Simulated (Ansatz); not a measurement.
System: GaCl, charge 0, multiplicity 1. 
Structure (B3LYP-D3(BJ)/def2-TZVP (Ansatz, a quantum-chemistry and plane-wave program) minimum search):
```xyz
2

Ga     0.0000     0.0000    -0.7929
Cl     0.0000     0.0000     1.4460
```
Charge 0, spin multiplicity 1.

Total electronic energies in hartree. Correlated levels leave the core frozen unless marked. No spin-orbit coupling. The frozen core is the preceding noble-gas configuration, with the filled d and f shells of earlier blocks. Non-relativistic. Basis-set limits of correlation are two-point, X^-3; Hartree-Fock from the larger set.

| level | program | energy (Eh) |
|---|---|---|
| HF/def2-TZVPPD | Ansatz | -2382.83460 |
| HF/def2-QZVPP | Ansatz | -2382.88619 |
| PBE-D3(BJ)/def2-TZVPD | Ansatz + dftd3 | -2384.65865 |
| PBE-D4/def2-TZVPD | Ansatz + dftd4 | -2384.65886 |
| BLYP-D3(BJ)/def2-TZVPD | Ansatz + dftd3 | -2385.21722 |
| revPBE/def2-TZVPD | Ansatz | -2384.91319 |
| B97M-V/def2-TZVPD | Ansatz | -2384.64278 |
| PBE0/def2-TZVP | Ansatz | -2384.72739 |
| BHLYP/def2-TZVPD | Ansatz | -2385.11200 |
| wB97X/def2-TZVPD | Ansatz | -2385.17507 |
| MP2/def2-TZVPPD | Ansatz | -2383.07626 |
| RI-MP2/def2-TZVPP | Ansatz | -2383.07350 |
| RI-MP2/def2-TZVPPD | Ansatz | -2383.07616 |
| CCSD/def2-QZVPPD | Ansatz | -2383.17249 |
| CCSD(T)/CBS(def2-TZVPPD,def2-QZVPPD) | Ansatz | -2383.2017 |

Totals of different functionals don't rank their quality; only differences between species are comparable.
